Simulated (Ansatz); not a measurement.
Stepwise reaction of `O[SiH](O)[SiH2]Cl` with hydrogen chloride, as a gas-phase model of exchange steps in deposition or etching. ΔE in kJ/mol.

Program: Ansatz. Geometries: PBE0-D4/def2-TZVP. ΔE: electronic, gas phase. CCSD(T)/CBS is the MP2 limit (def2-TZVPP, def2-QZVPP) plus CCSD(T) − MP2 in def2-TZVPP, frozen cores. This one scheme is used for every species. DFT in def2-TZVPP. B3LYP here is the variant with VWN-RPA as its local correlation; programs differ in this. One conformer a species, not always the lowest.

| step | reaction | PBE-D4 | B3LYP-D4 | ωB97M-V | CCSD(T)/CBS |
| --- | --- | --- | --- | --- | --- |
| 1 | `O[SiH](O)[SiH2]Cl` + HCl → `O[Si](O)(Cl)[SiH2]Cl` + H₂ | -96.8 | -97.1 | -97.7 | -96.2 |
| 2 | `O[Si](O)(Cl)[SiH2]Cl` + HCl → `O[Si](O)(Cl)[SiH](Cl)Cl` + H₂ | -79.8 | -78.7 | -78.4 | -77.1 |

Q: By hand: ΔE of the 2 steps together at CCSD(T)/CBS.

A: (-96.2) + (-77.1) = -173.3 kJ/mol, or -86.7 kJ/mol a step.

In ΔE each step is higher than the one before. All are downhill at CCSD(T)/CBS. PBE-D4 differs from CCSD(T)/CBS by -2.7 to -0.6 kJ/mol a step. Only this route is followed, and other bonds may react first. Isolated molecules leave out the surface, adducts and barriers. Largest T1 diagnostic: 0.012.
